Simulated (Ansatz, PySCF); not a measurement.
Reaction (SMILES): C#C[SiH3] [ethynylsilane] + 4 [H][H] (H2) → 2 C (CH4) + [SiH4] (SiH4)
Structures are relaxed separately at B3LYP-D3(BJ)/def2-TZVP in Ansatz (a quantum-chemistry and plane-wave program). Frequencies are from Ansatz or PySCF.
Geometry of the first species:
```xyz
7

C      1.2099     1.5570    -0.0201
C      0.4703     0.6052    -0.0078
Si    -0.6496    -0.8359     0.0108
H      1.8627     2.3970    -0.0310
H     -0.0274    -1.9295     0.7873
H     -0.8900    -1.2872    -1.3765
H     -1.9327    -0.4509     0.6366
```

Wanted: energy of full hydrogenation (enthalpy at 298 K, with B3LYP-D3(BJ) rigid-rotor harmonic-oscillator terms), in eV. Correlated levels leave the core frozen unless marked. No spin-orbit coupling. Non-relativistic. Basis-set limits of correlation are two-point, X^-3; Hartree-Fock from the larger set.

CCSD(T)/CBS(cc-pV(T+d)Z,cc-pV(Q+d)Z) (Ansatz) gives -3.69 eV.

Question: Another calculation gave -4.01 eV. Which level was it?
A) B2GP-PLYP/def2-TZVPD (Ansatz)
B) PBE0/def2-TZVPD (Ansatz)
C) r2SCAN/def2-TZVPD (Ansatz)
D) B97M-V/def2-TZVPD (Ansatz)

Answer: D, B97M-V/def2-TZVPD (Ansatz). The others give -3.87 (r2SCAN), -3.70 (B2GP-PLYP), -4.17 (PBE0) eV.
